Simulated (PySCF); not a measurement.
Species: SiH2Me(OiPr), C₄H₁₂OSi.
Geometry (PBE0-D3(BJ)/def2-SVP, Å), atoms numbered from 1 in this order:
```xyz
18
C4H12OSi angstrom
Si     0.328    1.598    0.411
H      0.464    1.636    1.903
H      1.702    1.745   -0.174
C     -0.810    2.959   -0.160
H     -1.816    2.822    0.266
H     -0.897    2.960   -1.257
H     -0.431    3.942    0.161
O     -0.326    0.154   -0.104
C      0.362   -1.073   -0.237
C     -0.417   -1.935   -1.210
C      0.539   -1.738    1.118
H      1.367   -0.879   -0.667
H     -1.423   -2.139   -0.811
H      0.092   -2.894   -1.386
H     -0.531   -1.416   -2.173
H      1.125   -1.103    1.800
H     -0.444   -1.918    1.580
H      1.061   -2.702    1.020
```

The calculation used TDDFT wB97X-D/def2-SVPD, vertical, gas phase, core orbitals frozen in the response (PySCF).

Frontier orbitals with the atoms that hold most of them (Löwdin shares over 4%, at most four atoms; ? is withheld):

| orbital | ε (eV) | atoms |
| --- | --- | --- |
| HOMO-3 | -11.33 | Si1 21%, C4 18%, H2 14%, O8 10% |
| HOMO-2 | -11.03 | Si1 22%, C4 19%, H3 16%, C9 10% |
| HOMO-1 | -10.35 | ? |
| HOMO | -9.74 | O8 47%, Si1 12%, H2 10%, C9 9% |
| LUMO | ? | ? |
| LUMO+1 | 2.35 | Si1 20%, C4 13%, H3 9%, H2 8% |
| LUMO+2 | 2.82 | Si1 26%, H2 13%, H3 12%, O8 11% |

Q: Which atoms hold the LUMO, and with what shares?

A: Si1 (bonded to C, O and 2 H) 32%; C4 (bonded to Si and 3 H) 10%; C10 (bonded to C and 3 H) 7%; C11 (bonded to C and 3 H) 6%. By element: silicon 32%, carbon 23% or more.

Q: Which atoms hold the HOMO-1, and with what shares?

A: O8 (bonded to C and Si) 40%; C9 (bonded to 2 C, O and H) 12%; Si1 (bonded to C, O and 2 H) 11%; C10 (bonded to C and 3 H) 7%. By element: oxygen 40%, carbon 20% or more, silicon 11%.

Q: What is the LUMO energy, and the HOMO–LUMO gap?

A: ε(LUMO) = 2.30 eV; the gap is 12.03 eV (0.4422 hartree).

Q: The HOMO–LUMO gap is 12.03 eV. Where does the response calculation put the lowest singlet, and from which orbitals?

A: S1 is at 7.55 eV (f = 0.0028), 4.48 eV below the gap, made of HOMO→LUMO+1 (52%), HOMO→LUMO (19%), HOMO→LUMO+3 (12%). Its leading pair isn't HOMO and LUMO; the energies of that pair differ by 12.09 eV. 

Next come S2 at 7.96 eV (f 0.026), HOMO→LUMO (50%), HOMO→LUMO+1 (27%); S3 at 8.26 eV (f 0.070), HOMO-1→LUMO+1 (50%), HOMO-1→LUMO (17%), HOMO-1→LUMO+3 (8%); S4 at 8.32 eV (f 0.0086), HOMO→LUMO+2 (55%), HOMO→LUMO (19%); S5 at 8.64 eV (f 0.083), HOMO-1→LUMO (48%), HOMO-1→LUMO+1 (17%), HOMO-2→LUMO+1 (12%).

Löwdin shares depend on the basis, the more so with diffuse functions.

One conformer stands for the species.
